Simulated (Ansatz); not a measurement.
Mulliken charges of CH₆AlBO, SMILES `[BH2][AlH][O]C` from r2SCAN/def2-TZVPP in Ansatz (PBE0-D4/def2-TZVP geometry).

| atom | x (Å) | y (Å) | z (Å) | charge (e) |
| --- | --- | --- | --- | --- |
| B1 | -1.792 | 0.890 | -0.661 | -0.131 |
| Al2 | 0.123 | 0.210 | -1.298 | 0.488 |
| O3 | 1.205 | -0.472 | -0.188 | -0.397 |
| C4 | 1.163 | -0.733 | 1.182 | 0.043 |
| H5 | -1.996 | 2.015 | -0.298 | 0.011 |
| H6 | -2.765 | 0.187 | -0.656 | 0.011 |
| H7 | 0.662 | 0.283 | -2.788 | -0.151 |
| H8 | 1.303 | -1.803 | 1.368 | 0.051 |
| H9 | 1.968 | -0.196 | 1.695 | 0.051 |
| H10 | 0.212 | -0.433 | 1.645 | 0.025 |

**Question.** By hand: the dipole of these point charges (1 e Å = 4.8032 D).

**Answer.** Σ q r = (-0.114, 0.010, 0.186) e Å, of length 0.218 e Å = 1.05 D.

**Question.** How does the dipole of the full density compare? (Estimate.)

**Answer.** Ansatz gave: (-0.148, 0.021, 0.204) e Å, 1.21 D; the point charges give 0.87 times that, at 5° from its direction.

Point charges leave out the atoms' own dipoles, such as those of lone pairs, and Mulliken's split depends on the basis, so the close match here is no proof of good charges.
